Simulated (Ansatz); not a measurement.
A geometry relaxed with PBE-D3(BJ)/def2-TZVP in Ansatz (a program for electronic structure), charge 0, multiplicity 1:

```xyz
4

Cl     1.8947    -0.8881    -0.0031
Ga    -0.0018     0.0632    -0.0018
F     -0.0515     1.8171    -0.0508
Cl    -1.8415    -0.9922     0.0558
```

### Question
Write the SMILES of this molecule.

### Answer
`[F][Ga]([Cl])[Cl]`
